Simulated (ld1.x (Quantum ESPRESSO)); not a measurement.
**nitrogen (N), RRKJ: configuration errors across variants**

```json
{
 "Element": "N (Z = 7)",
 "Generator": "ld1.x (Quantum ESPRESSO) 7.5",
 "Type": "norm-conserving RRKJ (Kleinman–Bylander form)",
 "Functional": "PBE",
 "Relativity": "scalar-relativistic",
 "Frozen core": "[He]",
 "Valence charge": "5",
 "Reference configuration": "2s2 2p2.5 (charge +0.5)",
 "Partial waves": "2s (bound): rc 0.75 bohr; 2p (bound): rc 1.10 bohr; 3d channel at 0.3 Ry: rc 1.15 bohr",
 "Local potential": "all-electron potential smoothed inside 0.70 bohr (lloc = -1)",
 "Core correction": "Bessel-smoothed model core inside 0.55 bohr"
}
```

All-electron excitation energies from the reference (eV): (1) 2s2 2p3 -5.093; (2) 2s2 2p2 8.498; (3) 2s2 2p1 37.352; (4) 2s0 2p5 17.947; (5) 2s2 2p3.3 -6.713; (6) 2s2 2p0 84.434; (7) 2s1 2p0 162.253.

The overlap operator is not positive definite (basis up to 400 Ry) in “type PAW; waves now 2s (bound): rcut 0.65, rcutus 0.75 bohr; 2s channel at 3.5 Ry: rcut 0.65, rcutus 0.75 bohr; 2p (bound): rcut 0.95, rcutus 1.10 bohr; 2p channel at -0.25 Ry: rcut 0.95, rcutus 1.10 bohr; 3d channel at 0.3 Ry: rcut 1.00, rcutus 1.15 bohr; 3d channel at 0.65 Ry: rcut 1.00, rcutus 1.15 bohr; local potential all-electron potential smoothed inside 0.55 bohr (lloc = -2); augmentation PSQ, inside the norm-conserving radii”. Such files are unfit for use, however small their errors in these radial tests.

2 further variants failed, have other tests or another functional or relativity, and are left out.

Errors AE − PS in meV (a dash: test not solved or not reliable):

```csv
change,(1),(2),(3),(4),(5),(6),(7),bound ghosts
base,+1.0,+1.8,+44,+41,+1.6,+254,+489,none
core correction none,+1.1,+2.3,+57,+43,+1.8,+371,+701,none
local potential all-electron potential smoothed inside 0.56 bohr (lloc = -1),+1.0,+1.9,+45,+41,+1.6,+259,+497,none
"all radii but the core radius scaled by about 1.41 (s 1.06, p 1.56, d 1.62 bohr); local potential all-electron potential smoothed inside 0.98 bohr (lloc = -1)",+2.3,+6.5,+138,+41,+3.6,+734,+1354,none
wave 2p (bound): rc 1.10 bohr becomes 2p (bound): rc 1.20 bohr,+1.1,+2.4,+56,+44,+1.8,+317,+592,none
wave 3d channel at 0.3 Ry: rc 1.15 bohr becomes 3d channel at -0.19 Ry: rc 1.15 bohr,+1.0,+1.8,+44,+41,+1.6,+254,+489,none
"type PAW; waves now 2s (bound): rcut 0.65, rcutus 0.75 bohr; 2s channel at 3.5 Ry: rcut 0.65, rcutus 0.75 bohr; 2p (bound): rcut 0.95, rcutus 1.10 bohr; 2p channel at -0.25 Ry: rcut 0.95, rcutus 1.10 bohr; 3d channel at 0.3 Ry: rcut 1.00, rcutus 1.15 bohr; 3d channel at 0.65 Ry: rcut 1.00, rcutus 1.15 bohr; local potential all-electron potential smoothed inside 0.55 bohr (lloc = -2); augmentation PSQ, inside the norm-conserving radii",+0.3,-0.4,-2.4,-1.6,+0.4,-6.2,-26,not determined (overlap not positive)
wave 3d channel at 0.3 Ry: rc 1.15 bohr becomes 3d channel at 0.3 Ry: rc 0.76 bohr,+1.0,+1.8,+44,+41,+1.6,+254,+489,none
```

Task: Give the same row for: local potential the d channel.

Result: +1.0, +1.8, +44, +41, +1.6, +251, +486; bound ghosts: none.
